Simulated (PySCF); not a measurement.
UHF on F⁻ (fluorine, charge -1)

Configuration: [Ne], closed-shell 1S. Calculation: PySCF 2.14, in aug-cc-pVTZ with one added diffuse shell each of s, p, d, f type (6s5p4d3f, 62 functions); no relativity, point nucleus.

| Quantity | Value |
| --- | --- |
| Total energy | -99.450816 hartree |
| One-electron energy | -143.9952 hartree |
| Hartree (Coulomb) energy | 54.8157 hartree |
| Exchange energy | -10.2713 hartree |
| Kinetic energy | 99.42278 hartree |
| ⟨S²⟩ | 0.0000 |
| ⟨L²⟩ | 0.000 |
| Sum of ⟨r⟩ | 9.962 bohr |
| Sum of ⟨r²⟩ | 16.01 bohr² |
| Density at the nucleus (Gaussians lack the cusp) | 431 bohr⁻³ |
| Langevin diamagnetic susceptibility | -12.7 ×10⁻⁶ cm³/mol |

```json
{"shell": "1s", "electrons": "2", "mean orbital energy (hartree)": "-25.83387", "rms radius, mean of both spins (bohr)": "0.204"}
{"shell": "2s", "electrons": "2", "mean orbital energy (hartree)": "-1.07615", "rms radius, mean of both spins (bohr)": "1.15"}
{"shell": "2p", "electrons": "6", "mean orbital energy (hartree)": "-0.18106", "rms radius, mean of both spins (bohr)": "1.49"}
```
